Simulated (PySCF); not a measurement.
# Bond length, frequency and bond energy of AsPb⁻ by level of theory

State: ¹Σ⁺ (singlet), closed shell. Set-up: As aug-cc-pVDZ-PP with ECP10, Pb aug-cc-pVDZ-PP with ECP60; scalar-relativistic core potentials (PySCF 2.14). De refers to As⁻ + Pb in their high-spin ground configurations, without counterpoise correction. A positive dipole points towards Pb; it is taken about the centre of mass and depends on that origin.

```tsv
Level	Re (Å)	ωe (cm⁻¹)	De (eV)	μ (D)
RHF-MP2	2.498	241	n/a	n/a
RHF-SCS-MP2	2.496	244	n/a	n/a
RHF-CCSD	2.462	269	n/a	n/a
RHF-CCSD(T)	2.490	251	n/a	n/a
PBE	2.475	259	4.24	4.14
BLYP	2.504	247	4.12	4.13
r²SCAN	2.444	274	3.94	4.22
PBE0	2.434	280	3.89	4.34
HSE06	2.442	277	3.99	4.28
M06-2X	2.432	285	3.21	4.96
B2PLYP	2.484	249	4.11	4.77
```

Q: What does a quarter of exact exchange do here, going from PBE to PBE0?

A: PBE0 less PBE: -4.1 pm in Re, +8.1 % in ωe, -0.35 eV in De. Exact exchange removes part of the self-interaction that spreads semilocal densities, and in most molecules shortens and stiffens the bond and lowers De; so it does here.

Q: What does the step from GGA to meta-GGA do here, going from PBE to r²SCAN?

A: r²SCAN less PBE: -3.1 pm in Re, +5.8 % in ωe, -0.30 eV in De. 

Q: What does the triples do here, going from RHF-CCSD to RHF-CCSD(T)?

A: RHF-CCSD(T) less RHF-CCSD: +2.8 pm in Re, -6.7 % in ωe. Correlation nearly always deepens the well. The bond lengthens, as in strong covalent bonds, where excitations into antibonding orbitals dominate.

Correlated steps freeze 8 core orbitals. These are scalar-relativistic numbers at best; spin–orbit coupling would shift them, the dissociation energy most. For an ion De counts to the pair picked by the measured ionisation energies or electron affinities, which need not be the lowest pair at this level. The highest Kohn–Sham level is positive in this anion. Much of that is self-interaction error, but it also means that the finite basis helps to hold the extra electron. B2PLYP dipoles, levels and charges come from its SCF part alone.
